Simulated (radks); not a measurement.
Results of a calculation; reference values are marked as such.
Problem. Ionisation of the manganese ion Mn4+, [Ar] 3d3, to Mn5+, [Ar] 3d2, under several functionals. Dirac Kohn-Sham, spin-unpolarised, spherical densities, finite nucleus; open shells fill j = l - 1/2 first; a radial shooting solver on a logarithmic mesh with Libxc functionals. Known Delta-SCF values: Wu-Cohen GGA 71.544 eV. What does LDA (Slater exchange, VWN5 correlation) give, and what is its highest occupied eigenvalue?

Solution. 71.808 eV by Delta-SCF; the 3d3/2 eigenvalue is -61.077 eV. NIST: 72.4 eV (semi-empirical).

Beside tabulated values, note that spin-unpolarised runs miss the spin-polarisation part of the exchange energy of open shells.
